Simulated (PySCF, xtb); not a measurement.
GeH7NOSi, SMILES N[SiH2][O][GeH3]. One conformer was computed; it need not be the lowest.

Harmonic wavenumbers (cm⁻¹) from GFN2-xTB (xtb 6.7.1) at its own minimum, in rising order: 12, 59, 63, 138, 194, 413, 505, 520, 572, 594, 649, 736, 748, 778, 800, 808, 823, 895, 942, 1526, 1934, 2006, 2029, 2256, 2266, 3472, 3505.

Task: What does PBE0-D3(BJ)/def2-SVP run with PySCF give at its own minimum? (An estimate is asked for; the answer gives what the named calculation found.)

Result: 7, 50, 92, 238, 241, 420, 557, 561, 647, 658, 800, 854, 866, 874, 877, 905, 939, 957, 1023, 1548, 2154, 2154, 2184, 2228, 2233, 3611, 3709. Paired by order, the mean absolute difference is 85 cm⁻¹ and the zero-point energies are 41.8 and 44.9 kcal/mol.
